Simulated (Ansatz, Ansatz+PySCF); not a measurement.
## Stretching septet MnH

The Mn–H distance is varied.

Basis set: def2-SVP (spherical functions). Charge 0, multiplicity 7.

Computed with Ansatz (development build ahead of 0.2.0), each point on the determinant that the search for low states chose. Each curve is measured from its own lowest point listed.

```tsv
r(Mn–H) (Å)	PBE0 (unrestricted) (eV)
1.730	0.000
1.800	0.007
2.076	0.287
2.422	0.829
2.768	1.267
3.114	1.508
3.460	1.609
3.979	1.650
4.498	1.658
5.190	1.661
```

Problem. Give the UHF curve at the same distances.

Solution. r (Å), E (eV) and a bar:
```
    1.730      0.024 #
    1.800      0.000
    2.076      0.232 #####
    2.422      0.794 ##################
    2.768      1.151 ###########################
    3.114      1.266 #############################
    3.460      1.290 ##############################
    3.979      1.292 ##############################
    4.498      1.291 ##############################
    5.190      1.291 ##############################
```

Caution for PBE0 (unrestricted) at some points: charge can spread falsely over distant fragments.
